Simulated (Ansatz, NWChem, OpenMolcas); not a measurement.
How basis sets differ on SnS (SMILES [S][Sn])

SnS: 2 atoms, total charge 0, spin state singlet. As SMILES, `[S][Sn]`. Geometry: the measured bond length.

```xyz
2

S     0.0000    0.0000    0.0000
Sn    0.0000    0.0000    2.2090
```

Quantity: the HOMO–LUMO gap, in eV. The values are calculated.

| level | kind | program | value (eV) | CPU time |
| --- | --- | --- | --- | --- |
| HF/STO-3G | Hartree–Fock | OpenMolcas | 10.45 | 2.7 s |
| HF/3-21G | Hartree–Fock | OpenMolcas | 9.43 | 2.7 s |
| HF/def2-SVP (core potential) | Hartree–Fock | Ansatz | 9.75 | 0.36 s |
| HF/x2c-SVPall (sfX2C) | Hartree–Fock | Ansatz | 9.80 | 0.69 s |
| HF/def2-SVPD (core potential) | Hartree–Fock | NWChem | 9.66 | 7 s |
| HF/def2-TZVP (core potential) | Hartree–Fock | Ansatz | 9.58 | 2.2 s |
| HF/def2-TZVPP (core potential) | Hartree–Fock | Ansatz | 9.58 | 0.65 s |
| HF/def2-QZVP (core potential) | Hartree–Fock | Ansatz | 9.53 | 1.7 s |

All-electron rows without a relativistic Hamiltonian named are non-relativistic, while core potentials hold scalar relativity, so basis and relativity change together. The values span 9.43 to 10.45 eV. A Hartree–Fock LUMO above zero doesn't converge with the basis: it sinks as sets grow more diffuse. Orbital gaps aren't excitation energies. CPU times are rough (shared hosts, several kinds of processor): they show what a rung costs within a factor of a few.
